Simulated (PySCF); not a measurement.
**Bond length, frequency and bond energy of CdH by level of theory**

State: ²Σ⁺ (doublet), unpaired electrons σ ↑. Set-up: basis Cd def2-SVPD with ECP28, H def2-SVPD; scalar-relativistic core potentials; PySCF 2.14. De refers to Cd + H in their ground configurations, without counterpoise correction. The functionals are run spin-unrestricted. A positive dipole means Cd(−)H(+).

```
      Level  Re (Å)  ωe (cm⁻¹)  De (eV)  μ (D)
        UHF   1.787       1476     0.60  -0.99
    UHF-MP2   1.729       1539     0.65    n/a
UHF-SCS-MP2   1.740       1532     0.67    n/a
   UHF-CCSD   1.760       1449     0.80    n/a
UHF-CCSD(T)   1.760       1438     0.79    n/a
        LDA   1.765       1388     1.03  -0.43
        PBE   1.792       1324     0.74  -0.60
     PBEsol   1.773       1376     0.87  -0.52
     r²SCAN   1.769       1399     0.96  -0.67
       PBE0   1.774       1414     0.80  -0.70
       MN15   1.764       1436     0.74  -0.60
```

**Question.** Which functional lies closest to UHF-CCSD(T) in De, which farthest, and by how much do they differ from it?

**Answer.** Closest is PBE0 (+1.4 pm in Re, -1.7 % in ωe, +0.01 eV in De against UHF-CCSD(T) in the same basis), farthest LDA (+0.5 pm in Re, -3.5 % in ωe, +0.24 eV in De). CCSD(T) converges more slowly with the basis than the functionals do and binds too weakly in this one, so the order can change at the basis-set limit.

**Question.** What does a quarter of exact exchange do here, going from PBE to PBE0?

**Answer.** PBE0 less PBE: -1.8 pm in Re, +6.8 % in ωe, +0.06 eV in De. Exact exchange removes part of the self-interaction that spreads semilocal densities, and in most molecules shortens and stiffens the bond and lowers De; here De goes the other way.

**Question.** What does the step from GGA to meta-GGA do here, going from PBE to r²SCAN?

**Answer.** r²SCAN less PBE: -2.3 pm in Re, +5.7 % in ωe, +0.22 eV in De. 

Correlated steps freeze no core orbitals. Correlated levels converge slowly with the basis: in double zeta they bind strong bonds too weakly, by up to about 1 eV, and carry superposition errors of some tenths. Spin–orbit coupling is left out. The state is the lowest determinant that a PBE0 search found; another state may lie lower at other levels.

The whole job (state search and all levels along the bond) took about 1.7 min on 1 thread of Arm Neoverse V2 (shared host), peak memory 0.48 GiB.
